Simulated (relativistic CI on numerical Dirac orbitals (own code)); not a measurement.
Line list: Forbidden lines, Tb⁴⁷⁺

Method of calculation: Dirac-Coulomb-Breit CI, KLI orbitals optimised for each configuration, model QED (radiative potential, 1s self-energy scaled to tabulated hydrogen-like ionisation energies), unscaled Slater integrals (own radial code, finite nucleus).

Configurations in the expansion (outside the closed core [Ne]): 3s²3p⁶, 3s²3p⁵3d, 3s3p⁶3d, 3s²3p⁵4s, 3s²3p⁵4p, 3s²3p⁵4d, 3p⁶3d4p, 3s3p⁶4s, 3s²3p⁵4f, 3s3p⁶4p, 3s3p⁶4d, 3s3p⁶4f, 3s²3p⁵5s, 3s²3p⁵5p, 3s²3p⁵5d, 3s²3p⁵5f, 3s²3p⁵5g, 3s3p⁶5s, 3s3p⁶5p, 3s3p⁶5d, 3s3p⁶5f, 3p⁶3d², 3p⁵3d³, 3p⁵3d²4s, 3p⁵3d²4p, 3p⁵3d²4d, 3p⁶3d4s, 3p⁵3d4s², 3p⁵3d4s4p, 3p⁵3d4s4d, 3p⁶4s², 3p⁵4s²4p, 3p⁵4s²4d. Double excitations out of closed p, d and f shells are left out; levels of such configurations are missing from the list, as are those of other unlisted configurations, and high levels can miss mixing partners. These lack a partner that the ground configuration has and come out too high: 3s²3p⁵4f, 3s²3p⁵5s, 3s²3p⁵5p, 3s²3p⁵5d, 3s²3p⁵5f.

| λ vac (Å) | Lower | Upper | Type | A (s⁻¹) | log gf |
| --- | --- | --- | --- | --- | --- |
| 5.1443 | 3s²3p⁶ ¹S0 [1] | 3s3p⁶4d ¹D2 [184] | E2 | 1.38e+11 | -2.56 |
| 6.7564 | 3s²3p⁵3d ³F°2 [10] | 3s²3p⁵4d ³F°3 [173] | E2 | 3.77e+09 | -3.74 |
| 6.7844 | 3s²3p⁵3d ³F°3 [4] | 3s²3p⁵4d ³F°4 [151] | E2 | 3.38e+09 | -3.68 |
| 6.8189 | 3s²3p⁵3d ³F°2 [10] | 3s²3p⁵4d ³F°2 [170] | E2 | 1.09e+10 | -3.42 |
| 6.8275 | 3s²3p⁵3d ³F°3 [4] | 3s²3p⁵4d ³D°2 [150] | E2 | 8.36e+09 | -3.53 |
| 6.8390 | 3s²3p⁵3d ³F°3 [4] | 3s²3p⁵4d ³F°3 [149] | E2 | 7.38e+09 | -3.44 |
| 6.8520 | 3s²3p⁵3d ³D°2 [5] | 3s²3p⁵4d ³F°3 [149] | E2 | 5.66e+09 | -3.55 |
| 6.8997 | 3s²3p⁵3d ³F°4 [6] | 3s²3p⁵4d ³D°3 [154] | E2 | 6.22e+09 | -3.51 |
| 6.9175 | 3s²3p⁵3d ¹D°2 [7] | 3s²3p⁵4d ³D°3 [154] | E2 | 5.52e+09 | -3.56 |
| 6.9207 | 3s²3p⁵3d ³F°4 [6] | 3s²3p⁵4d ³F°4 [151] | E2 | 1.22e+10 | -3.10 |
| 6.9274 | 3s²3p⁵3d ³P°2 [12] | 3s²3p⁵4d ³P°2 [171] | E2 | 1.35e+10 | -3.31 |
| 6.9367 | 3s²3p⁵3d ³F°3 [13] | 3s²3p⁵4d ³F°3 [173] | E2 | 1.46e+10 | -3.13 |
| 6.9564 | 3s²3p⁵3d ³D°3 [8] | 3s²3p⁵4d ³D°3 [154] | E2 | 4.38e+09 | -3.65 |
| 6.9698 | 3s²3p⁵3d ³D°3 [8] | 3s²3p⁵4d ¹D°2 [152] | E2 | 7.77e+09 | -3.55 |
| 6.9777 | 3s²3p⁵3d ³D°3 [8] | 3s²3p⁵4d ³F°4 [151] | E2 | 4.23e+09 | -3.56 |
| 7.0670 | 3s²3p⁵3d ¹P°1 [9] | 3s²3p⁵4d ¹D°2 [152] | E2 | 5.22e+09 | -3.71 |
| 7.8154 | 3s²3p⁵3d ³P°1 [3] | 3s²3p⁵4s ³P°2 [137] | E2 | 2.95e+09 | -3.87 |
| 7.8561 | 3s²3p⁵3d ³D°2 [5] | 3s²3p⁵4s ³P°2 [137] | E2 | 3.56e+09 | -3.78 |
| 8.0216 | 3s²3p⁵3d ³F°4 [6] | 3s²3p⁵4s ³P°2 [137] | E2 | 8.45e+09 | -3.39 |
| 8.0851 | 3p⁶3d² ³F4 [24] | 3p⁶3d4s ³D3 [199] | E2 | 6.64e+09 | -3.34 |

Terms are leading LS components. Brackets give the number of a level in order of energy, since labels repeat. The list gives strong lines, with weight on those to low levels, among the lowest 400 of 1357 levels, so that lines to higher ones, which can be the strongest, are missing. Levels whose partners in the same complex of configurations lie outside the list can be far off, and so can their lines. Rates are taken at the computed energies, electric ones in the length gauge.

At this charge energies of transitions that change n are usually good to better than 1 %, and those within a shell (Δn = 0) to a few per cent.

LS names give the leading component of a level, which can be under half, so a name can repeat, a term be missing and a line seem to break the LS rules.
